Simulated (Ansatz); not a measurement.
## Molecular dynamics of BrH

Input:

```yaml
crystal:
  periodic: [false, false, false]
  atoms:
    - { symbol: Br, position_ang: [-0.616846, 0.22288, -0.311939] }
    - { symbol: H, position_ang: [0.639966, -0.231234, 0.32363] }
basis:
  gaussian: { orbitals: def2-mTZVP }
hamiltonian:
  xc: pbe
md:
  timestep: 0.5
  n_steps: 250
  ensemble: nve
  temperature: 500.0
  initial_velocities: maxwell_boltzmann
  seed: 536493
scf:
  lower_state_search: "off"
```

Command:

```bash
$ ansatz run input.yaml --threads 1 --pin off --max-ram 2048MiB --backend cpu --events-out ev --progress --plain --runs-dir out
```

It goes on from the last frame of an earlier run, with new velocities.

Output, in part (one step line in 9, the closing report, with atoms numbered from 0):

```
md step     0: t =     0.00 fs  T =   500.0 K  F+E_penalty+E_count = -70051.91022654 eV  E_kin = 0.021543 eV  conserved = -70051.88868321 eV  (14 SCF iters)
md step     9: t =     4.50 fs  T =   585.5 K  F+E_penalty+E_count = -70051.91395735 eV  E_kin = 0.025225 eV  conserved = -70051.88873213 eV  (22 SCF iters)
md step    18: t =     9.00 fs  T =     5.9 K  F+E_penalty+E_count = -70051.88863644 eV  E_kin = 0.000254 eV  conserved = -70051.88838262 eV  (12 SCF iters)
md step    27: t =    13.50 fs  T =   474.1 K  F+E_penalty+E_count = -70051.90909815 eV  E_kin = 0.020429 eV  conserved = -70051.88866896 eV  (21 SCF iters)
md step    36: t =    18.00 fs  T =   608.6 K  F+E_penalty+E_count = -70051.91496863 eV  E_kin = 0.026223 eV  conserved = -70051.88874597 eV  (22 SCF iters)
md step    45: t =    22.50 fs  T =    12.3 K  F+E_penalty+E_count = -70051.88891900 eV  E_kin = 0.000531 eV  conserved = -70051.88838764 eV  (8 SCF iters)
md step    54: t =    27.00 fs  T =   448.0 K  F+E_penalty+E_count = -70051.90795739 eV  E_kin = 0.019303 eV  conserved = -70051.88865478 eV  (21 SCF iters)
md step    63: t =    31.50 fs  T =   630.8 K  F+E_penalty+E_count = -70051.91593996 eV  E_kin = 0.027180 eV  conserved = -70051.88875955 eV  (22 SCF iters)
md step    72: t =    36.00 fs  T =    21.1 K  F+E_penalty+E_count = -70051.88930245 eV  E_kin = 0.000908 eV  conserved = -70051.88839443 eV  (12 SCF iters)
md step    81: t =    40.50 fs  T =   421.7 K  F+E_penalty+E_count = -70051.90680937 eV  E_kin = 0.018169 eV  conserved = -70051.88864072 eV  (21 SCF iters)
md step    90: t =    45.00 fs  T =   652.0 K  F+E_penalty+E_count = -70051.91686650 eV  E_kin = 0.028094 eV  conserved = -70051.88877281 eV  (22 SCF iters)
md step    99: t =    49.50 fs  T =    32.1 K  F+E_penalty+E_count = -70051.88978426 eV  E_kin = 0.001381 eV  conserved = -70051.88840293 eV  (13 SCF iters)
md step   108: t =    54.00 fs  T =   395.3 K  F+E_penalty+E_count = -70051.90565917 eV  E_kin = 0.017032 eV  conserved = -70051.88862683 eV  (21 SCF iters)
md step   117: t =    58.50 fs  T =   672.1 K  F+E_penalty+E_count = -70051.91774356 eV  E_kin = 0.028958 eV  conserved = -70051.88878567 eV  (22 SCF iters)
md step   126: t =    63.00 fs  T =    45.2 K  F+E_penalty+E_count = -70051.89036134 eV  E_kin = 0.001948 eV  conserved = -70051.88841309 eV  (13 SCF iters)
md step   135: t =    67.50 fs  T =   369.0 K  F+E_penalty+E_count = -70051.90451181 eV  E_kin = 0.015899 eV  conserved = -70051.88861316 eV  (21 SCF iters)
md step   144: t =    72.00 fs  T =   690.9 K  F+E_penalty+E_count = -70051.91856659 eV  E_kin = 0.029769 eV  conserved = -70051.88879808 eV  (22 SCF iters)
md step   153: t =    76.50 fs  T =    60.5 K  F+E_penalty+E_count = -70051.89102992 eV  E_kin = 0.002605 eV  conserved = -70051.88842483 eV  (13 SCF iters)
md step   162: t =    81.00 fs  T =   342.9 K  F+E_penalty+E_count = -70051.90337225 eV  E_kin = 0.014772 eV  conserved = -70051.88859975 eV  (21 SCF iters)
md step   171: t =    85.50 fs  T =   708.4 K  F+E_penalty+E_count = -70051.91933124 eV  E_kin = 0.030521 eV  conserved = -70051.88880996 eV  (22 SCF iters)
md step   180: t =    90.00 fs  T =    77.7 K  F+E_penalty+E_count = -70051.89178567 eV  E_kin = 0.003348 eV  conserved = -70051.88843803 eV  (22 SCF iters)
md step   189: t =    94.50 fs  T =   317.0 K  F+E_penalty+E_count = -70051.90224534 eV  E_kin = 0.013659 eV  conserved = -70051.88858666 eV  (21 SCF iters)
md step   198: t =    99.00 fs  T =   724.4 K  F+E_penalty+E_count = -70051.92003334 eV  E_kin = 0.031212 eV  conserved = -70051.88882126 eV  (22 SCF iters)
md step   207: t =   103.50 fs  T =    96.8 K  F+E_penalty+E_count = -70051.89262372 eV  E_kin = 0.004171 eV  conserved = -70051.88845259 eV  (22 SCF iters)
md step   216: t =   108.00 fs  T =   291.6 K  F+E_penalty+E_count = -70051.90113586 eV  E_kin = 0.012562 eV  conserved = -70051.88857391 eV  (21 SCF iters)
md step   225: t =   112.50 fs  T =   738.9 K  F+E_penalty+E_count = -70051.92066894 eV  E_kin = 0.031837 eV  conserved = -70051.88883188 eV  (22 SCF iters)
md step   234: t =   117.00 fs  T =   117.7 K  F+E_penalty+E_count = -70051.89353870 eV  E_kin = 0.005070 eV  conserved = -70051.88846840 eV  (22 SCF iters)
md step   243: t =   121.50 fs  T =   266.6 K  F+E_penalty+E_count = -70051.90004842 eV  E_kin = 0.011487 eV  conserved = -70051.88856155 eV  (22 SCF iters)
md step   250: t =   125.00 fs  T =   480.4 K  F+E_penalty+E_count = -70051.90937006 eV  E_kin = 0.020698 eV  conserved = -70051.88867238 eV  (22 SCF iters)
Total energy: -70051.90939286 eV, -2574.3601872980 hartree
Atom 0 at    -0.616858     0.222884    -0.311945 Å, force     0.629573    -0.227479     0.318375 eV/Å
Atom 1 at     0.640950    -0.231590     0.324128 Å, force    -0.629573     0.227479    -0.318375 eV/Å
Dipole moment:     0.185957    -0.067191     0.094039 e Å
```

All steps were run. The conserved energy stayed within 0.15 meV per atom of its start (net change 0.0055 meV per atom), so the integration is sound. A run of 0.12 ps of so small a system gives no equilibrium averages.

The same pairs are bonded in the first frame and the last. Pairs count as bonded within 1.25 times the sum of covalent radii (0.12 Å more for H–H).

Last frame:

```xyz
2
Properties=species:S:1:pos:R:3
Br -0.617 0.223 -0.312
H 0.641 -0.232 0.324
```

Run time: 100 s on 1 thread of Intel(R) Xeon(R) Processor @ 2.70GHz (shared host), peak memory 0.086 GiB.
